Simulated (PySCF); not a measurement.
A structure optimised at PBE-D3(BJ)/def2-SVP, used in a PySCF frequency run:

```
C
N 1 1.2856
C 2 1.3898 1 126.39
O 3 1.2172 2 124.84 1 71.45
H 1 1.1195 2 119.52 3 4.03
H 3 1.1298 4 123.60 2 -173.29
B 1 1.5944 5 119.69 2 178.18
F 7 1.3348 1 116.76 5 169.66
C 7 1.5636 8 120.94 1 178.92
H 9 1.1064 7 113.73 8 13.17
H 9 1.1102 10 109.70 7 -126.19
H 9 1.1148 10 107.89 11 -114.09
```
Charge 0, spin multiplicity 1.

Task: Write its SMILES and formula.

Result: CB(F)/C=N/C=O, C3H5BFNO

Task: What are its rotational constants (standard atomic weights)?

Result: 6.8927, 1.1684, 1.0426 GHz
